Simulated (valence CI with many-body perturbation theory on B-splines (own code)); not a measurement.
Ladder of approximations for Ir53+

Calculated by valence CI with perturbative core correlation (CI+MBPT): six valence electrons over a frozen Dirac-Fock core [Ar], a basis of 7 s, 7 p, 8 d, 6 f, 4 g, 1 h functions for each j, with the one-electron correlation potential Σ1 (screened to all orders), the two-electron term Σ2, the three-electron term Σ3, Breit, model QED; selected single and double excitations, second order for the rest, scaled by the run's own slope (own B-spline code, finite nucleus).

No measured spectrum was set against this ion. As an estimate, large intervals hold to a few tenths of a per cent, small ones and those within an open d or f shell to about a per cent. Core correlation moves these levels by up to 17000 cm⁻¹, and in measured spectra 5 to 20 % of such shifts remained as error; rates that hang on mixing are uncertain with them. Among the levels kept, up to 1100 cm⁻¹ of a level comes from second order outside the variational space, and about a tenth of that is noise between levels of different J, which matters for small intervals. The list stops below the first excitations out of the core. Only levels of the ground parity were solved; by the run's estimate the other parity begins above the list, which can be wrong where configurations are misplaced.

Each rung adds one term. CI alone is the Dirac-Coulomb CI over the frozen core; QED comes last and gives the full result, which names the levels. Energies are above (3d3/2^4 3d5/2^2) J=4 on the same rung, in cm⁻¹.

Levels are named by their leading jj configuration (3d3/2^4 stands for four electrons in 3d with j = 3/2), which in mixed levels can hold well under half, so a name can repeat and another be missing. Letters in brackets count levels of one name in rising energy.

| Level | CI alone | + Σ1 | + Σ2 | + Σ3 | + Breit | Full |
| --- | --- | --- | --- | --- | --- | --- |
| (3d3/2^4 3d5/2^2) J=2 | 65127 | 65166 | 61188 | 60010 | 66740 | 66747 |
| (3d3/2^4 3d5/2^2) J=0 | 217591 | 217787 | 211347 | 210836 | 224335 | 224418 |
| (3d3/2^3 3d5/2^3) J=3 [a] | 624741 | 627134 | 631767 | 633019 | 622578 | 624417 |
| (3d3/2^3 3d5/2^3) J=4 [a] | 637415 | 639767 | 645408 | 646353 | 631926 | 633722 |
| (3d3/2^3 3d5/2^3) J=1 [a] | 663934 | 666349 | 668976 | 669700 | 664712 | 666551 |
| (3d3/2^3 3d5/2^3) J=6 | 719688 | 722087 | 729955 | 728602 | 696733 | 698545 |
| (3d3/2^3 3d5/2^3) J=5 | 714234 | 716626 | 722127 | 722136 | 697995 | 699801 |
| (3d3/2^3 3d5/2^3) J=2 [a] | 768381 | 770806 | 770544 | 769458 | 758223 | 760033 |
| (3d3/2^3 3d5/2^3) J=3 [b] | 782400 | 784847 | 785406 | 786109 | 770689 | 772515 |
| (3d3/2^3 3d5/2^3) J=0 | 858331 | 860753 | 855642 | 857994 | 847240 | 849018 |
| (3d3/2^3 3d5/2^3) J=4 [b] | 902999 | 905530 | 905321 | 904865 | 888255 | 890107 |
| (3d3/2^3 3d5/2^3) J=1 [b] | 899414 | 901931 | 897835 | 899428 | 896414 | 898257 |
| (3d3/2^3 3d5/2^3) J=2 [b] | 906065 | 908635 | 905552 | 906690 | 897165 | 899049 |
| (3d3/2^3 3d5/2^3) J=3 [c] | 919438 | 921925 | 918825 | 919232 | 908886 | 910697 |
| (3d3/2^2 3d5/2^4) J=2 [a] | 1298730 | 1303490 | 1311560 | 1312050 | 1291280 | 1294930 |
| (3d3/2^2 3d5/2^4) J=0 [a] | 1319360 | 1324110 | 1331170 | 1333430 | 1316460 | 1320080 |
| (3d3/2^2 3d5/2^4) J=4 [a] | 1357470 | 1362240 | 1371560 | 1371340 | 1340460 | 1344090 |
| (3d3/2^2 3d5/2^4) J=3 [a] | 1381290 | 1386050 | 1392210 | 1393660 | 1368280 | 1371890 |
| (3d3/2^2 3d5/2^4) J=5 | 1399920 | 1404720 | 1414750 | 1414470 | 1375490 | 1379130 |
| (3d3/2^2 3d5/2^4) J=6 | 1435050 | 1439860 | 1451600 | 1450180 | 1401970 | 1405610 |
| (3d3/2^2 3d5/2^4) J=3 [b] | 1453070 | 1457920 | 1463210 | 1464000 | 1434790 | 1438440 |
| (3d3/2^2 3d5/2^4) J=1 | 1467740 | 1472510 | 1474330 | 1475830 | 1453720 | 1457310 |
| (3d3/2^2 3d5/2^4) J=4 [b] | 1494610 | 1499420 | 1504250 | 1505120 | 1468850 | 1472470 |
| (3d3/2^2 3d5/2^4) J=2 [b] | 1504060 | 1508880 | 1510620 | 1510230 | 1481920 | 1485540 |
| (3d3/2^2 3d5/2^4) J=2 [c] | 1597640 | 1602520 | 1603630 | 1603520 | 1581730 | 1585360 |
| (3d3/2^2 3d5/2^4) J=4 [c] | 1642640 | 1647560 | 1649670 | 1650210 | 1621330 | 1625000 |
| (3d3/2^2 3d5/2^4) J=2 [d] | 1789140 | 1794060 | 1788790 | 1790640 | 1769980 | 1773590 |
| (3d3/2^2 3d5/2^4) J=0 [b] | 1938180 | 1943210 | 1934210 | 1935940 | 1922350 | 1926000 |
| (3d3/2 3d5/2^5) J=1 | 2030750 | 2037920 | 2048780 | 2048180 | 2015640 | 2021110 |
| (3d3/2 3d5/2^5) J=4 | 2147700 | 2154900 | 2165930 | 2165060 | 2117940 | 2123400 |
| (3d3/2 3d5/2^5) J=2 | 2196530 | 2203740 | 2209820 | 2209210 | 2170450 | 2175890 |

Question: How does the ionisation energy move along the ladder, and which term matters most?

Answer: CI alone 5078.8, + Σ1 5081.0, + Σ2 5094.2, + Σ3 5094.5, + Breit 5092.1, + QED 5092.2 eV. The largest step is Σ2, 13.2 eV. NIST lists 5092 ± 5 eV (theoretical).
